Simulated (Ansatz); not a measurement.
`CC1BB1F` + `C=C1N[SiH2]1` → `C=C1[SiH2]N1C` + `FB1BC1` at 400 K and 1 bar (substitution at a C–C bond).

Gas-phase electronic energies from Ansatz, PBE0-D4/def2-TZVP geometries. CBS: MP2 limit from def2 TZ/QZ plus the TZ coupled-cluster correction, frozen cores.

| species | CCSD(T)/CBS energy (Eh) | H − E (kJ/mol) | S (J/(mol·K)) |
| --- | --- | --- | --- |
| `CC1BB1F` | -228.47517 | 217.5 | 359.9 |
| `C=C1N[SiH2]1` | -422.82427 | 191.5 | 320.0 |
| `C=C1[SiH2]N1C` | -462.07878 | 272.6 | 370.3 |
| `FB1BC1` | -189.21287 | 134.8 | 316.0 |

H − E and S are ideal-gas, rigid-rotor, harmonic terms from PBE0-D4/def2-TZVP, for one conformer and one mirror image of each species. 1 Eh = 2625.50 kJ/mol, R = 8.31446 J/(mol·K).

Task: By hand: ΔE, ΔH, ΔS and ΔG.

Result: ΔE = (-462.07878) + (-189.21287) − (-228.47517) − (-422.82427) = 0.00779 Eh = 20.5 kJ/mol. Δ(H − E) = 272.6 + 134.8 − 217.5 − 191.5 = -1.6, so ΔH = 18.9 kJ/mol. ΔS = 370.3 + 316.0 − 359.9 − 320.0 = 6.4 J/(mol·K). ΔG = 18.9 − 400 × (6.4)/1000 = 16.3 kJ/mol.

Task: By hand: the equilibrium constant, and the temperature at which ΔG would vanish if ΔH and ΔS stayed fixed.

Result: log₁₀ K = −ΔG/(RT ln 10) = -2.1. ΔG = 0 at ΔH/ΔS = 2953 K, far beyond where these terms or the molecules hold.

The number of gas molecules stays the same, so ΔS is small and ΔH decides. A doubt of 5 kJ/mol in ΔE shifts log₁₀ K by 0.7 here. Other conformers and mirror images would add mixing entropy, several J/(mol·K) or more a flexible species. Modes under 60 cm⁻¹, often nearly free rotors, make the harmonic entropy too high. These are equilibria of isolated gas molecules and say nothing of rates. Largest T1 diagnostic: 0.014 (customary marks: 0.02 for closed shells, 0.045 for open ones).
